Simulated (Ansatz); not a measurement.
# One elementary step

Start structure (SiNH₂Cl₃, closed shell), relaxed at PBE0-D4/def2-TZVP:

```
7
angstrom
Si 0.1466 -0.1722 0.5167
Cl 1.4203 -1.7514 0.4162
N -0.3524 0.2026 -1.0465
H 0.3089 0.2308 -1.8052
Cl 1.1293 1.3216 1.5045
Cl -1.4994 -0.6238 1.6180
H -1.1532 0.7924 -1.2038
```

The step: SiNH₂Cl₃ ([NH2][Si]([Cl])([Cl])[Cl]) → SiNHCl₂ ([NH][Si]([Cl])[Cl]) + HCl; bonds formed: Cl2–H4; bonds broken: Si1–Cl2, N3–H4. Computed with Ansatz 0.2.0 (basis: def2-TZVPP and def2-QZVPP); correlated methods freeze the cores. Extrapolation: Hartree–Fock as exp(−7.88 √X), correlation as X^−2.97. Energies below are by CCSD(T) at an estimated basis limit (MP2 extrapolated from triple and quadruple zeta, plus CCSD(T) − MP2 in triple zeta).

(1) What are the electronic barrier and the energy of the step, from the start structure to the end structure? (Judge from chemistry; the value comes from the calculation.)

T1 diagnostic: at most 0.014.

Results:

(1) Computed: Barrier 3.393 eV; step energy 3.188 eV (uphill); reverse barrier, their difference, 0.206 eV. Barrier and step energy count from the start structure, the reverse barrier from the end structure.

The saddle point: One imaginary mode of 156i cm⁻¹.
| pair | start (Å) | saddle (Å) | end (Å) |
| --- | --- | --- | --- |
| Cl2–H4 | 3.18 | 1.36 | 1.34 |
| Si1–Cl2 | 2.03 | 2.94 | 4.04 |
| N3–H4 | 1.01 | 1.72 | 1.68 |

Zero-point energy (harmonic, PBE0-D4): ZPE is 0.862 eV at the start and 0.703 eV at the saddle, so the barrier goes from 3.393 to 3.235 eV.

Labels in which every atom is bracketed show which atoms are joined, not bond orders.

For scale, one of the runs: CCSD(T)/def2-TZVPP, 227 basis functions, launched by `ansatz run in.yaml --threads 4 --pin off --events-out ev --progress --plain --max-ram 9574MiB`. Time: 100 s of wall clock on 4 CPU threads of an Arm Neoverse V2; the host was shared. Peak host memory: 3.4 GiB.
